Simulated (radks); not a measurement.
Polarisability of the samarium ion Sm+, [Xe] 4f6 6s1, at imaginary frequency. Method: scalar-relativistic Kohn-Sham, exchange-only LDA, spin-polarised, spherical densities, finite nucleus; open shells are filled with parallel spins first (spin-orbit coupling, left out, can overturn this in heavy ions); Fermi nuclear charge, rms radius 5.0819 fm; computed with a radial shooting solver on a logarithmic mesh with Libxc functionals. Response by self-consistent Sternheimer equations with the Hartree and adiabatic exchange-only LDA kernel, the relativistic mass of each level held fixed and spin-orbit coupling left out.

w (hartree)  alpha1(iw) (bohr^3)
0.00266                    80.88
0.0143                     79.93
0.0360                     75.02
0.0697                     62.85
0.118                      45.40
0.186                      29.55
0.280                      18.91
0.413                      12.59
0.605                      8.701
0.892                      5.960
1.35                       3.809
2.12                       2.161
3.59                       1.047
6.94                      0.3963
17.5                     0.08944

Static values: alpha1 = 80.92 bohr^3 (11.99 angstrom^3; uncoupled 129.3). C6 = 727.9, triple-dipole C9 = 40450 atomic units. One-pole (London) frequency 4 C6 / (3 alpha1^2) = 0.148 hartree, against 0.310 for minus the highest occupied eigenvalue.
